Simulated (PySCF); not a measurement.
# Magnetic susceptibility: `C[C@@H]1C[C@@]1(F)C(=O)F`, C5H6F2O

Geometry (Å), atoms numbered from 1 in this order:
```xyz
14

C    -1.6479    0.1246    0.8576
C    -0.3527    0.5316    0.2082
C    -0.0976    0.2440   -1.2328
C     0.6390   -0.5559   -0.1814
F     0.2402   -1.8490   -0.0077
C     2.0792   -0.3913    0.0488
O     2.8966   -1.1714    0.3824
F     2.4387    0.9176   -0.1726
H    -2.0067   -0.8165    0.4488
H    -2.3991    0.8928    0.6862
H    -1.5139    0.0061    1.9308
H     0.0940    1.4313    0.6147
H     0.4787    0.9389   -1.8236
H    -0.8492   -0.3032   -1.7815
```

Method used: PySCF, GIAO PBE0/pcSseg-1 magnetisability, rotational g tensor and spin-rotation constants, non-relativistic, gas phase. Geometry: GFN2-xTB.

Problem. How diamagnetic is it, and how anisotropic?

Solution. Isotropic -1149 × 10⁻³⁰ J/T², or -69.2 × 10⁻⁶ cm³/mol; principal values -1244, -1157, -1044 × 10⁻³⁰ J/T², anisotropy 174 × 10⁻³⁰ J/T² (root of half the summed squared differences of the principal values). The susceptibility is in cgs units.

Problem. Split it along the inertial axes a, b, c into diamagnetic and paramagnetic parts about the centre of mass, with the quadrupole moment.

Solution. 
| axis | χ (10⁻⁶ cm³/mol) | diamagnetic (10⁻⁶ cm³/mol) | paramagnetic (10⁻⁶ cm³/mol) | summed x² of all electrons (Å²) | quadrupole Θ (D Å) |
| --- | --- | --- | --- | --- | --- |
| a | -68.3 | -421.8 | 353.4 | 159.2 | -2.73 |
| b | -69.6 | -820.2 | 750.6 | 65.3 | -3.33 |
| c | -69.6 | -952.2 | 882.7 | 34.1 | +6.06 |

Anisotropies 2χaa − χbb − χcc = +2.5 and 2χbb − χaa − χcc = -1.2 × 10⁻⁶ cm³/mol. Θ is traceless in Buckingham's convention.

Problem. And the rotational g tensor?

Solution. 
| axis | rotational constant (GHz) | g | nuclear part | electronic part |
| --- | --- | --- | --- | --- |
| a | 3.4076 | -0.0205 | 0.5453 | -0.5658 |
| b | 1.6154 | -0.0085 | 0.5611 | -0.5696 |
| c | 1.3262 | -0.0104 | 0.5395 | -0.5499 |

Asymmetric top; isotopes 12C, 19F, 1H, 16O; no vibrational averaging.
